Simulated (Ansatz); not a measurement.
N-butylpyridinium bromide, `CCCC[n+]1ccccc1.[Br-]`. The state is a singlet with charge 0. Geometry r2SCAN-D4/def2-SVP, basis def2-TZVP, Ansatz.

| run | HOMO (eV) | LUMO (eV) |
| --- | --- | --- |
| A | -5.83 | -1.73 |
| B | -5.13 | -2.41 |
| C | -5.97 | -1.69 |
| D | -4.95 | -2.50 |
| E | -5.46 | -2.12 |

Problem. The runs used PBE, PBE0, r2SCAN, r2SCAN0, r2SCANh. Estimate which is which.

Solution. A PBE0 (25 % exact exchange); B r2SCAN (0 % exact exchange); C r2SCAN0 (25 % exact exchange); D PBE (0 % exact exchange); E r2SCANh (10 % exact exchange). Exact exchange lowers occupied and raises empty levels; among semilocal functionals meta-GGAs tend to open the gap a little, and such runs are hard to tell apart. The gap grows from 2.45 eV (PBE) to 4.28 eV (r2SCAN0).
